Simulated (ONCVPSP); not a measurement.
# Logarithmic derivatives: tellurium (Te), ONCV

tellurium, optimised norm-conserving Vanderbilt (ONCV), made with ONCVPSP 4.0.1 (PBE, scalar-relativistic). Core [Ar] 3d10, reference 4s2 4p6 4d10 5s1 5p5. Waves: 4s+5s: rc 1.20 bohr, ncon 4, nbas 8, qcut 8.9 1/bohr, 3 projectors, debl 2.2 Ha; 4p+5p: rc 1.40 bohr, ncon 3, nbas 6, qcut 11.7 1/bohr, 3 projectors, debl 2.1 Ha; 4d: rc 0.95 bohr, ncon 4, nbas 8, qcut 8.7 1/bohr, 2 projectors, debl 2.8 Ha; f scattering state at 0.41 Ha: rc 1.45 bohr, ncon 4, nbas 9, qcut 7.1 1/bohr, 2 projectors, debl 1.1 Ha. Local part: polynomial inside 0.65 bohr (lpopt 5, dvloc0 3 Ha). Core correction: none.

The phase is arctan(r·R′/R) of the radial function R(r), unwrapped; energies in Ha, scanned from -8 to 5 Ha. A pole is an energy at which the radial function vanishes at the test radius. The pseudo phase is shifted by a multiple of π to meet the all-electron one at the reference energy, and phase errors are pseudo minus all-electron; the curves can meet again beyond the range given. Levels narrower than the energy grid can be missing from the lists of poles.

```csv
channel,radius (bohr),reference energy (Ha),"poles, all-electron","poles, pseudo",unbroken range about the reference energy with phases within 0.05 rad,phase error 1 Ha above the reference energy (rad)
s,1.22,-0.58,-5.14,-5.14,the whole range,+0.000
p,1.42,-0.24,-3.79,-3.79,the whole range,+0.000
d,0.96,-1.58,3.95,3.95,the whole range,+0.000
f,1.47,0.41,2.50,2.49,below 3.6,-0.000
```

Phases in the s channel:

```json
{"E (Ha)": "-7.96", "all-electron": "0.789", "pseudo": "0.789"}
{"E (Ha)": "-7.24", "all-electron": "-0.021", "pseudo": "-0.020"}
{"E (Ha)": "-6.52", "all-electron": "-1.086", "pseudo": "-1.086"}
{"E (Ha)": "-5.80", "all-electron": "-1.436", "pseudo": "-1.436"}
{"E (Ha)": "-5.08", "all-electron": "-1.579", "pseudo": "-1.579"}
{"E (Ha)": "-4.36", "all-electron": "-1.663", "pseudo": "-1.663"}
{"E (Ha)": "-3.64", "all-electron": "-1.726", "pseudo": "-1.726"}
{"E (Ha)": "-2.92", "all-electron": "-1.783", "pseudo": "-1.783"}
{"E (Ha)": "-2.20", "all-electron": "-1.841", "pseudo": "-1.841"}
{"E (Ha)": "-1.48", "all-electron": "-1.909", "pseudo": "-1.909"}
{"E (Ha)": "-0.76", "all-electron": "-1.996", "pseudo": "-1.996"}
{"E (Ha)": "-0.04", "all-electron": "-2.120", "pseudo": "-2.120"}
{"E (Ha)": "0.68", "all-electron": "-2.316", "pseudo": "-2.316"}
{"E (Ha)": "1.40", "all-electron": "-2.648", "pseudo": "-2.648"}
{"E (Ha)": "2.12", "all-electron": "-3.162", "pseudo": "-3.162"}
{"E (Ha)": "2.84", "all-electron": "-3.687", "pseudo": "-3.687"}
{"E (Ha)": "3.56", "all-electron": "-4.032", "pseudo": "-4.032"}
{"E (Ha)": "4.28", "all-electron": "-4.233", "pseudo": "-4.233"}
{"E (Ha)": "5.00", "all-electron": "-4.357", "pseudo": "-4.357"}
```
